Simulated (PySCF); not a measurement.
Some computed properties have been withheld. Give your best values.

Compound: (H2B-mu-PH2)3.
Cartesian coordinates in Å at the PBE0-D3(BJ)/def2-SVP level; atoms count from 1:
```
atom  x, y, z in Å
B1    -1.8769    0.3566   -0.3800
H2    -2.3757   -0.4546    0.3805
H3    -2.6769    1.0088   -1.0204
P4    -0.7596    1.4961    0.7276
B5     0.7224    0.6761    1.6784
H6     1.4163    1.5138    2.2195
H7     0.2212   -0.1357    2.4362
P8     1.7426   -0.3650    0.3935
B9     0.7759   -1.6251   -0.7258
H10    1.5017   -2.1170   -1.5669
H11    0.2690   -2.4251    0.0406
P12   -0.7049   -0.6683   -1.5420
H13   -0.3067    2.6155   -0.0193
H14   -1.5842    2.1623    1.6646
H15    2.7608   -1.0633    1.0845
H16    2.5462    0.4890   -0.4069
H17   -0.2379    0.1415   -2.6106
H18   -1.4898   -1.5887   -2.2759
```

| property | level | value |
| --- | --- | --- |
| point group | PBE0-D3(BJ)/def2-SVP | C3v |
| rotational constants A, B, C | PBE0-D3(BJ)/def2-SVP | 1.829, 1.829, 0.994 GHz |
| dipole moment | CAM-B3LYP/def2-SVPD | 2.42 D |
| HOMO energy | CAM-B3LYP/def2-SVPD | -9.36 eV |
| LUMO energy | CAM-B3LYP/def2-SVPD | ? |
| lowest singlet excitation | TDDFT CAM-B3LYP/def2-SVPD | ? |
| strongest line among the 10 lowest singlet transitions | TDDFT CAM-B3LYP/def2-SVPD | ? |
| lowest triplet excitation (Tamm–Dancoff) | TDA CAM-B3LYP/def2-SVPD | 6.34 eV |
| static isotropic polarisability | CAM-B3LYP/def2-SVPD | ? |
| vertical ionisation energy | ΔSCF CAM-B3LYP/def2-SVPD | 10.01 eV |
| electronic spatial extent ⟨r²⟩ about the centre of nuclear charge | CAM-B3LYP/def2-SVPD | 1228 bohr² |
| 1H chemical shifts (computed TMS as zero) by class | GIAO KT2/pcSseg-1 | 3.95 (H13/H14/H15/H16/H17/H18), 1.74 (H2/H3/H6/H7/H10/H11) ppm |
| isotropic shieldings of nuclei other than C and H, by class | GIAO KT2/pcSseg-1 | 145 (B1/B5/B9), 462 (P4/P8/P12) ppm |
| core binding energies | ΔSCF SCAN, pcX-2 on the ionised atom, pcseg-1 elsewhere, spin-free X2C, 2p3/2 from a spin–orbit splitting computed afterwards within the 2p shell | ? |

Gas-phase values; electronic properties from PySCF, density fitting. Geometry: PBE0-D3(BJ)/def2-SVP, one conformer, isolated molecule. NMR classes are plain means over equivalent atoms (diastereotopic ones count apart unless rotation or inversion swaps them), as if these changed places fast; in this geometry the members of some classes differ.

Problem. The static isotropic polarisability?

Solution. 122.4 au.

Problem. What is the strongest line among the 10 lowest singlet transitions?

Solution. S5/S6 at 7.61 eV (163 nm, f = 0.034 summed over these states).

Problem. The LUMO energy?

Solution. 0.23 eV.

Problem. The core binding energies?

Solution. P2p3/2 137.0 (P4/P8/P12), B1s 194.1 (B1/B5/B9), P1s 2150.6 (P4/P8/P12) eV.

Problem. What is the lowest singlet excitation?

Solution. 6.63 eV (187 nm, f = 0.001 summed over 2 states within 0.01 eV).

The ΔSCF ionisation energy exceeds −ε(HOMO) by 0.65 eV with CAM-B3LYP. The principal polarisabilities are 101.6, 132.8 and 132.8 au; their mean is the isotropic value. The polarisability is 18.14 Å³ as a volume (1 au = 0.148185 Å³), or 1.70 au for each of the 72 electrons. With B = h/(8π²I), that is 505.379 GHz u Å² over I, the principal moments of inertia are 276.3, 276.4 and 508.2 u Å² (most abundant isotopes). The 10 singlets span 6.63 to 7.94 eV, and their oscillator strengths add up to 0.07.

For the geometry optimisation (PBE0-D3(BJ)/def2-SVP), the run took 99 s wall on Arm Neoverse V1, one thread, no GPU (shared host), and the process peaked at 0.63 GiB of memory.
